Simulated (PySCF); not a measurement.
# Ionisation energy of Te²⁺ by level of theory

Te²⁺ [Kr] 4d10 5s2 5p2 (3P) → Te³⁺ [Kr] 4d10 5s2 5p1 (2P), as a difference of total energies. Computed with PySCF 2.14 in aug-cc-pVQZ-PP with ECP28MDF, with a scalar-relativistic core potential. Correlated levels: valence: 4s2 4p6 4d10 frozen. The calculations carry no spin-orbit coupling.

```csv
method,ionisation energy (eV)
UHF,26.971
LDA,27.710
PBE,27.490
PBE0,27.560
r2SCAN,27.704
LC-wPBE,27.651
r2SCANh,27.714
B2PLYP,27.425
r2SCAN0,27.728
MP2 (valence),27.344
SCS-MP2 (valence),27.281
```

**Question.** How much does correlation contribute at MP2 (valence)?

**Answer.** 27.344 − (26.971) = 0.373 eV, measured against UHF.

The reference lies between the lowest fine-structure levels, while these numbers refer to the centres of the terms.

Errors of the correlated levels include the incompleteness of this basis and the frozen core.

For comparison: 27.84 ± 0.04 eV (measured; NIST Atomic Spectra Database, ionization energies).
